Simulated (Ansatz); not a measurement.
H2Se2. Total charge 0; triplet. Geometry r2SCAN-D4/def2-TZVP, that of the neutral singlet; atoms count from 1.

Cartesian coordinates in Å:
```
Se -0.377 -1.103 0.519
Se -0.389 0.639 -1.033
H -0.306 -0.257 1.723
H 1.071 0.721 -1.209
```

At PBE0-D4/def2-TZVP a singlet of charge 0 lies 3.34 eV below the triplet at the same geometry.

Estimate the Mulliken populations from the PBE0/def2-TZVP orbitals of Ansatz.


```tsv
atom	charge (e)	spin (α − β)
Se1	-0.16	1.01
Se2	-0.16	1.01
H3	0.16	-0.01
H4	0.16	-0.01
```
Mulliken values depend strongly on the basis.

Where does the spin sit?

Summed by element: Se 2.02, H -0.02, of 2 unpaired in all. Largest on single atoms: Se2 1.01, Se1 1.01, H4 -0.01.

And the Mayer bond orders between heavy atoms (over 0.3)?

Se1–Se2 1.10 (2.33 Å).
